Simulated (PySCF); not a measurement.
B(Cl)(Me)(SiH3) (CH6BClSi), SMILES CB([SiH3])Cl.

Geometry: B3LYP-D3(BJ)/def2-SVP. The structure was generated by enumeration, and PubChem lists no compound with its InChIKey, so it may never have been made.

Calculation: PBE/def2-TZVP in PySCF.

Isolated molecule, no solvent.

| Property | Value |
|---|---|
| total energy | -815.88419 hartree |
| highest occupied level | -6.62 eV |
| lowest empty level | -2.75 eV |
| orbital gap | 3.87 eV |
| dipole moment | 1.32 D |
| quadrupole, principal values (traceless, Buckingham form, about the centre of nuclear charge) | -3.31, 1.50, 1.81 D·Å |
| mean static polarisability | 70.7 bohr³ (10.48 Å³) |
| polarisability, principal values | 56.1, 74.3, 81.9 bohr³ |
